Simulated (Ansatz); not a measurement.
This geometry of ClH4OSSi (8 atoms, charge 1, multiplicity 1) is a first-order saddle point.

The calculation used RKS PBE/def2-SVP in Ansatz.

```xyz
8
Properties=species:S:1:pos:R:3
S -0.185 0.957 -1.605
O 0.337 0.634 0.093
Si -0.229 -0.852 0.949
Cl 0.252 -2.428 -0.253
H -0.251 2.319 -1.410
H 1.161 0.755 -0.994
H -1.703 -0.662 1.055
H 0.618 -0.722 2.166
```

(1) Which two structures does it join? (They come from a converged band through this point; their orientation in space is the band's.)

(2) How far does it lie above each of them?

## Answers

(1) Bonds broken: O2–H6. Bonds formed: S1–H6.

Initial state:

```xyz
8
Properties=species:S:1:pos:R:3
S -0.284 0.991 -1.781
O 0.493 0.531 -0.247
Si -0.170 -0.831 0.835
Cl 0.005 -2.541 -0.230
H -0.750 2.177 -1.275
H 1.461 0.727 -0.256
H -1.564 -0.353 1.006
H 0.809 -0.700 1.948
```

Final state:

```xyz
8
Properties=species:S:1:pos:R:3
S 0.012 0.885 -1.352
O 0.113 0.674 0.239
Si -0.319 -0.866 1.043
Cl 0.241 -2.287 -0.327
H -0.145 2.258 -1.368
H 1.347 0.984 -1.718
H -1.795 -0.848 1.235
H 0.547 -0.802 2.249
```

(2) 35.4 kcal/mol above the first and 34.8 kcal/mol above the second. This is the barrier of this one path; another mechanism may lie lower. The orbitals stay closed-shell, which can raise the energy where a bond breaks towards radicals; this wasn't checked here. Limits of this set-up: the dipole of an ion depends on the origin.

Time of the run: 2.3 min on 2 threads of Arm Neoverse V1 (shared host), peak memory 0.12 GiB.
